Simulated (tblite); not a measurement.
Input of a run (GFN2-xTB geometry optimisation, gas phase (tblite 0.8.0)), started from a force field or distance geometry:
```
{"job": {"kind": "relax", "xc": "GFN2-xTB", "basis": "xTB"}, "charge": -1, "multiplicity": 1}
C      2.788800     0.968600    -0.048700
C      1.638600     0.042600     0.314900
O      0.744300    -0.014100    -0.771000
C     -0.274900    -1.012400    -0.595000
C     -1.270700    -0.661500     0.510200
S     -1.170900    -1.591100     2.079000
C     -2.686200    -0.290500     0.100900
C     -1.762200     0.769200     0.637600
H      3.512000     1.041900     0.767100
H      3.288000     0.614200    -0.943600
H      2.395700     1.971100    -0.274700
H      1.138900     0.423900     1.217400
H      2.038700    -0.958900     0.542800
H     -0.793800    -1.103000    -1.548500
H      0.202800    -1.984400    -0.421600
H     -3.514400    -0.606700     0.746900
H     -2.935500    -0.260900    -0.945400
H     -1.385200     1.495200    -0.062400
H     -1.963700     1.166100     1.628200
```

Output (eV, eV/Å):
```
step      E/eV     max force
  0    -705.99365    1.091
  1    -706.03744    0.546
  2    -706.05732    0.349
  3    -706.06780    0.340
  4    -706.08181    0.352
  5    -706.08975    0.247
  6    -706.09468    0.183
  7    -706.09738    0.125
  8    -706.09903    0.116
  9    -706.10024    0.093
 10    -706.10136    0.096
 11    -706.10227    0.074
 12    -706.10290    0.060
 13    -706.10334    0.056
 14    -706.10377    0.067
 15    -706.10426    0.062
 16    -706.10471    0.049
 17    -706.10506    0.055
 18    -706.10539    0.044
 19    -706.10584    0.068
 20    -706.10646    0.076
 21    -706.10720    0.071
 22    -706.10792    0.085
 23    -706.10857    0.068
 24    -706.10921    0.060
 25    -706.10987    0.061
 26    -706.11052    0.057
 27    -706.11117    0.066
 28    -706.11187    0.075
 29    -706.11252    0.065
 30    -706.11300    0.048
 31    -706.11338    0.045
 32    -706.11379    0.056
 33    -706.11439    0.073
 34    -706.11513    0.067
 35    -706.11582    0.061
 36    -706.11635    0.053
 37    -706.11680    0.056
 38    -706.11721    0.049
 39    -706.11755    0.037
 40    -706.11776    0.029
 41    -706.11790    0.028
 42    -706.11802    0.025
 43    -706.11814    0.026
 44    -706.11825    0.025
 45    -706.11835    0.023
 46    -706.11846    0.025
 47    -706.11861    0.033
 48    -706.11876    0.031
 49    -706.11890    0.031
 50    -706.11903    0.030
 51    -706.11915    0.027
 52    -706.11929    0.029
 53    -706.11942    0.028
 54    -706.11957    0.035
 55    -706.11974    0.035
 56    -706.11998    0.045
 57    -706.12025    0.049
 58    -706.12047    0.040
 59    -706.12061    0.026
 60    -706.12072    0.026
 61    -706.12083    0.037
 62    -706.12097    0.045
 63    -706.12111    0.039
 64    -706.12123    0.028
 65    -706.12134    0.027
 66    -706.12147    0.032
 67    -706.12163    0.035
 68    -706.12183    0.035
 69    -706.12202    0.039
 70    -706.12216    0.029
 71    -706.12228    0.031
 72    -706.12238    0.027
 73    -706.12245    0.022
 74    -706.12252    0.022
 75    -706.12257    0.023
 76    -706.12265    0.022
 77    -706.12272    0.016
 78    -706.12278    0.019
 79    -706.12282    0.021
 80    -706.12288    0.019
 81    -706.12296    0.022
 82    -706.12307    0.022
 83    -706.12319    0.024
 84    -706.12331    0.024
 85    -706.12342    0.024
 86    -706.12351    0.023
 87    -706.12360    0.021
 88    -706.12369    0.027
 89    -706.12380    0.032
 90    -706.12393    0.027
 91    -706.12407    0.033
 92    -706.12423    0.033
 93    -706.12440    0.028
 94    -706.12458    0.043
 95    -706.12476    0.033
 96    -706.12500    0.034
 97    -706.12529    0.038
 98    -706.12551    0.035
 99    -706.12576    0.039
100    -706.12602    0.036
101    -706.12618    0.033
102    -706.12629    0.031
103    -706.12638    0.024
104    -706.12645    0.018
105    -706.12651    0.014
106    -706.12655    0.015
107    -706.12659    0.014
108    -706.12661    0.011
109    -706.12662    0.008
```

**Question.** Summarise the run.

**Answer.** The energy falls by 12.8 kJ/mol over 109 L-BFGS steps, the largest force on an atom goes from 1.09 to 0.008 eV/Å, and the atoms move by 0.274 Å rms after alignment. The bond that changes most is C5–S6 (sp3 carbon bound to sulfur to thiolate sulfur), which shortens by 0.046 Å. Bonds longer at the end by more than 0.005 Å: 4 of 19; shorter: 8. Among the angles that change most is S6–C5–C8, from 115.2° to 120.1°. Among the dihedrals that turn most is H12–C2–O3–C4, from -68° to -48°. The energy never rose by more than 1e-5 eV on the way. The first step brought 33 % of the lowering.

**Question.** What are the final bond lengths?

**Answer.** C1–C2 1.520 Å, C2–O3 1.414 Å, O3–C4 1.417 Å, C4–C5 1.521 Å, C5–S6 1.781 Å, C5–C7 1.509 Å, C7–C8 1.501 Å, C5–C8 1.507 Å, C1–H9 1.088 Å, C1–H10 1.089 Å, C1–H11 1.087 Å, C2–H12 1.097 Å, C2–H13 1.104 Å, C4–H14 1.098 Å, C4–H15 1.102 Å, C7–H16 1.081 Å, C7–H17 1.085 Å, C8–H18 1.084 Å, C8–H19 1.081 Å. Numbering counts from 1 in the input's order; the species is `CCOCC1([S-])CC1`.

The run took 1.2 s wall on an Intel Xeon Platinum 8259CL at 2.50 GHz with one thread, shared host with 96 logical CPUs at a one-minute load of 46.

Its GFN2-xTB frequencies are all real (lowest 38 cm⁻¹). 3 starts were optimised and ended at 0.00, 1.66 and 1.68 kcal/mol (GFN2-xTB); the lowest of these is shown.

One conformer stands for the species.

These are computed values.
